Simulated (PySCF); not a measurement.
A structure optimised at PBE-D3(BJ)/def2-SVP, used in a PySCF frequency run:

```
Ta
F 1 1.8816
F 1 1.8816 2 140.09
F 1 1.8897 2 85.38 3 77.15
F 1 1.8897 2 85.38 4 -154.30
Br 1 2.4258 2 109.96 4 102.85
```
Charge 0, spin multiplicity 1.

**Question.** Write its SMILES, formula and point group.

**Answer.** [F][Ta]([F])([F])([F])[Br], BrF4Ta, C2v

**Question.** What are its rotational constants (standard atomic weights)?

**Answer.** 2.0461, 0.93030, 0.91467 GHz
